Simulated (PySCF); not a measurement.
Si(H)(I)2(Me) (CH4I2Si), SMILES C[SiH](I)I.

The structure is a stationary point at B3LYP-D3(BJ)/def2-SVP. The def2 effective core potentials stand for the cores of I; spin–orbit coupling is left out.

The numbers are results of PySCF with B3LYP-D3(BJ)/def2-SVP, not measurements.

Frequencies are harmonic and unscaled.

| mode | ν (cm⁻¹) | IR (km/mol) | Raman (Å⁴/amu) | depolarisation | moving atoms (share of kinetic energy) |
|---|---|---|---|---|---|
| 1 | 83 | 0.3 | 5.1 | 0.60 | I 86 %, Si 10 % |
| 2 | 154 | 0.1 | 2.9 | 0.75 | C 53 %, H 34 %, I 13 % |
| 3 | 179 | 0.0 | 0.3 | 0.75 | H 96 % |
| 4 | 185 | 1.9 | 4.4 | 0.45 | Si 35 %, C 32 %, H 20 %, I 12 % |
| 5 | 312 | 13.2 | 12.1 | 0.05 | Si 68 %, I 20 % |
| 6 | 380 | 92.4 | 3.7 | 0.75 | Si 79 %, I 14 % |
| 7 | 650 | 4.5 | 10.5 | 0.74 | H 83 %, C 15 % |
| 8 | 717 | 52.8 | 11.6 | 0.75 | H 95 % |
| 9 | 724 | 61.9 | 8.9 | 0.07 | C 37 %, Si 37 %, H 26 % |
| 10 | 821 | 222.0 | 2.0 | 0.75 | H 77 %, C 16 % |
| 11 | 888 | 114.3 | 5.0 | 0.70 | H 80 %, C 15 % |
| 12 | 1266 | 13.3 | 0.7 | 0.10 | H 79 %, C 21 % |
| 13 | 1421 | 6.5 | 10.5 | 0.73 | H 96 % |
| 14 | 1427 | 1.5 | 8.4 | 0.75 | H 96 % |
| 15 | 2251 | 75.6 | 176.4 | 0.19 | H 97 % |
| 16 | 3034 | 0.3 | 156.6 | 0.02 | H 97 % |
| 17 | 3132 | 0.4 | 124.0 | 0.75 | H 91 %, C 9 % |
| 18 | 3145 | 0.1 | 70.9 | 0.73 | H 91 %, C 9 % |
